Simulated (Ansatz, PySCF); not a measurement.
Si(F)2(SiH3)2 (F2H6Si3), SMILES [SiH3][Si](F)([SiH3])F. Atoms are numbered in the order given.

```xyz
11

F      0.0010     1.3061     1.4082
Si     0.0000     0.0000     0.4277
F     -0.0010    -1.3061     1.4082
Si     2.0072    -0.0015    -0.7956
Si    -2.0072     0.0015    -0.7956
H      2.0504    -1.2133    -1.6606
H      2.0522     1.2102    -1.6606
H      3.1767    -0.0024     0.1244
H     -3.1767     0.0024     0.1244
H     -2.0522    -1.2102    -1.6606
H     -2.0504     1.2133    -1.6606
```

Geometry: TPSSh-D3(BJ)/def2-SVP.

Two levels are set side by side: PBE-D3(BJ)/def2-SVP (Ansatz, a first-principles code) and TPSSh-D3(BJ)/def2-SVP (PySCF). Each level has its own optimised geometry; the coordinates shown are those of the second. Frequencies come from the Hessian of PySCF at each geometry. Differences are taken from unrounded values.

| quantity | TPSSh-D3(BJ) |
|---|---|
| mean bond length (Å) | 1.690 |
| bond F1–Si2 (Å) | 1.633 |
| bond Si2–F3 (Å) | 1.633 |
| bond Si2–Si4 (Å) | 2.351 |
| bond Si2–Si5 (Å) | 2.351 |
| bond Si4–H6 (Å) | 1.489 |
| bond Si4–H7 (Å) | 1.489 |
| bond Si4–H8 (Å) | 1.488 |
| bond Si5–H9 (Å) | 1.488 |
| bond Si5–H10 (Å) | 1.489 |
| bond Si5–H11 (Å) | 1.489 |
| highest harmonic wavenumber (cm⁻¹) | 2263 |
| mean harmonic wavenumber (cm⁻¹) | 918 |
| zero-point energy (kcal/mol) | 35.43 |

Problem. What does PBE-D3(BJ) give, and how far is it from TPSSh-D3(BJ)? (An estimate is asked for; the answer gives what the named calculation found.)

Solution. 
```json
[
 {"quantity": "mean bond length (Å)", "PBE-D3(BJ)": "1.702", "PBE-D3(BJ) minus TPSSh-D3(BJ)": "0.012"},
 {"quantity": "bond F1–Si2 (Å)", "PBE-D3(BJ)": "1.643", "PBE-D3(BJ) minus TPSSh-D3(BJ)": "0.010"},
 {"quantity": "bond Si2–F3 (Å)", "PBE-D3(BJ)": "1.643", "PBE-D3(BJ) minus TPSSh-D3(BJ)": "0.010"},
 {"quantity": "bond Si2–Si4 (Å)", "PBE-D3(BJ)": "2.356", "PBE-D3(BJ) minus TPSSh-D3(BJ)": "0.005"},
 {"quantity": "bond Si2–Si5 (Å)", "PBE-D3(BJ)": "2.356", "PBE-D3(BJ) minus TPSSh-D3(BJ)": "0.005"},
 {"quantity": "bond Si4–H6 (Å)", "PBE-D3(BJ)": "1.505", "PBE-D3(BJ) minus TPSSh-D3(BJ)": "0.015"},
 {"quantity": "bond Si4–H7 (Å)", "PBE-D3(BJ)": "1.505", "PBE-D3(BJ) minus TPSSh-D3(BJ)": "0.015"},
 {"quantity": "bond Si4–H8 (Å)", "PBE-D3(BJ)": "1.504", "PBE-D3(BJ) minus TPSSh-D3(BJ)": "0.016"},
 {"quantity": "bond Si5–H9 (Å)", "PBE-D3(BJ)": "1.504", "PBE-D3(BJ) minus TPSSh-D3(BJ)": "0.016"},
 {"quantity": "bond Si5–H10 (Å)", "PBE-D3(BJ)": "1.505", "PBE-D3(BJ) minus TPSSh-D3(BJ)": "0.015"},
 {"quantity": "bond Si5–H11 (Å)", "PBE-D3(BJ)": "1.505", "PBE-D3(BJ) minus TPSSh-D3(BJ)": "0.015"},
 {"quantity": "highest harmonic wavenumber (cm⁻¹)", "PBE-D3(BJ)": "2177", "PBE-D3(BJ) minus TPSSh-D3(BJ)": "-86"},
 {"quantity": "mean harmonic wavenumber (cm⁻¹)", "PBE-D3(BJ)": "879", "PBE-D3(BJ) minus TPSSh-D3(BJ)": "-39"},
 {"quantity": "zero-point energy (kcal/mol)", "PBE-D3(BJ)": "33.92", "PBE-D3(BJ) minus TPSSh-D3(BJ)": "-1.51"}
]
```

Exact exchange shortens and stiffens bonds; PBE has none. Differences between two approximate levels are no errors against the true value.
